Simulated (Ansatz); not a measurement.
A nudged elastic band was laid between two geometries of BH₄N₂O (8 atoms, charge -1, multiplicity 1).

Method: Ansatz, RKS PBE0-D4/6-31G*.

```json
{
 "movable images": "5",
 "climbing image": "yes",
 "spring": "5.0 eV/Å²",
 "optimiser": "quadratic models (default)",
 "start path": "IDPP",
 "force threshold": "0.03 eV/Å",
 "iteration limit": "60",
 "end points": "relaxed"
}
```

Initial state:

```xyz
8
Properties=species:S:1:pos:R:3
N -1.034 0.965 -0.404
B -0.139 0.027 0.061
N 1.219 0.400 0.573
O -0.306 -1.415 0.152
H -1.936 0.523 -0.624
H 1.454 1.316 0.204
H 1.928 -0.256 0.254
H -1.185 -1.561 -0.216
```

Final state:

```xyz
8
Properties=species:S:1:pos:R:3
N -0.929 1.089 -0.766
B -0.301 0.057 -0.122
N 1.031 0.240 0.589
O -0.764 -1.313 0.024
H -1.857 0.765 -1.059
H 1.334 1.190 0.387
H 1.738 -0.371 0.180
H -0.252 -1.658 0.766
```

Task: What changes between the two ends?

Result: No bond is made or broken. The dihedral N3–B2–O4–H8 goes from -179 to 18°.

Task: Give the energies along the band, and the barrier.

Result: The forces met the threshold. The highest image is number 3 of 0 to 6, 0.242 eV above the first end and 0.178 eV above the last; the last end lies 0.064 eV above the first. A vibrational analysis at the climbing image gives one clearly imaginary mode, 408i cm⁻¹: a first-order saddle point. Limits of this set-up: an anion without diffuse functions, the dipole of an ion depends on the origin.

```csv
image,path coordinate (Å),energy (eV),dihedral N3–B2–O4–H8 (°)
0,0.00,0.000,-179
1,0.36,0.059,152
2,0.72,0.181,122
3,1.08,0.242,92
4,1.39,0.199,66
5,1.69,0.111,41
6,2.00,0.064,18
```

Task: What is the geometry of the highest image?

Result: 
```xyz
8
Properties=species:S:1:pos:R:3
N -0.903 1.051 -0.728
B -0.165 0.056 -0.142
N 1.006 0.344 0.755
O -0.377 -1.405 -0.248
H -1.671 0.603 -1.241
H 1.353 1.279 0.561
H 1.763 -0.315 0.592
H -1.006 -1.612 0.452
```

Task: What are the harmonic wavenumbers there?

Result: 408i, 324, 429, 438, 507, 668, 759, 768, 917, 983, 1028, 1199, 1510, 1630, 3417, 3503, 3609, 3833 cm⁻¹.

Time of the run: 66 s on 1 CPU thread of a shared host.
